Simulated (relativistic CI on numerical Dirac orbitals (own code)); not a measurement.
**Pr XLIV: q coefficients and field-shift factors**

Method of calculation: Dirac-Coulomb-Breit CI, orbitals from a KLI potential per configuration, derivatives by finite differences, unscaled Slater integrals, QED left out (own radial code, finite nucleus).

Configurations in the expansion (outside the closed core [Ne]): 3s2.3p4, 3s.3p5, 3s2.3p3.3d, 3p6, 3s.3p4.3d, 3p5.3d, 3p4.3d2, 3p3.3d3. Double excitations out of closed p, d and f shells are left out; levels of such configurations are missing from the list, as are those of other unlisted configurations, and high levels can miss mixing partners.

With x = (α/α₀)² − 1 an excitation energy changes as ω = ω₀ + qx; K = 2q/ω₀ is the relative enhancement. Terms are leading LS components, so labels can repeat. The field-shift factor is F = δν/δ⟨r²⟩ for the transition from the lowest level.

Lowest level 3s2.3p4 3P_2.

```tsv
Level	ω₀ (cm⁻¹)	q (cm⁻¹)	F (GHz/fm²)
3s2.3p4 1S_0	131709	10460	-1.84
3s2.3p4 3P_1	937797	1.088e+06	-56.5
3s2.3p4 1D_2	1002085	1.084e+06	-56.5
3s2.3p3.3d 3F°_2	1416923	57910	2.35
3s2.3p3.3d 5D°_1	1458931	88660	-27.9
3s2.3p3.3d 3F°_3	1466734	67950	10.4
3s2.3p3.3d 3P°_0	1468472	66650	9.45
3s2.3p3.3d 3F°_4	1662180	278800	12.5
3s2.3p3.3d 3P°_2	1669748	396000	-169
3s2.3p3.3d 3D°_3	1824445	305700	9.97
3s2.3p3.3d 3D°_1	1876929	348500	-45.9
3s2.3p4 3P_0	1992279	2.17e+06	-127
3s.3p5 3P°_2	2039944	1.128e+06	-1160
3s.3p5 1P°_1	2152346	1.169e+06	-989
3s2.3p3.3d 3F°_2	2308605	1.123e+06	-40.3
3s2.3p3.3d 5D°_0	2316133	1.135e+06	-63.5
3s2.3p3.3d 3D°_1	2322726	1.135e+06	-157
3s2.3p3.3d 3F°_3	2355329	1.131e+06	-39
3s2.3p3.3d 3G°_4	2415228	1.122e+06	-39
3s2.3p3.3d 3F°_2	2483433	1.139e+06	-61.5
3s2.3p3.3d 3D°_3	2523699	1.341e+06	-37
3s2.3p3.3d 5D°_4	2534282	1.336e+06	-36.3
3s2.3p3.3d 3D°_1	2599435	1.403e+06	-163
```

At this charge energies of transitions that change n are usually good to better than 1 %, and those within a shell (Δn = 0) to a few per cent.

Q: Which transition from the lowest level has the largest |K|?

A: 3s2.3p4 3P_1 at 937797 cm⁻¹, K = 2.32.
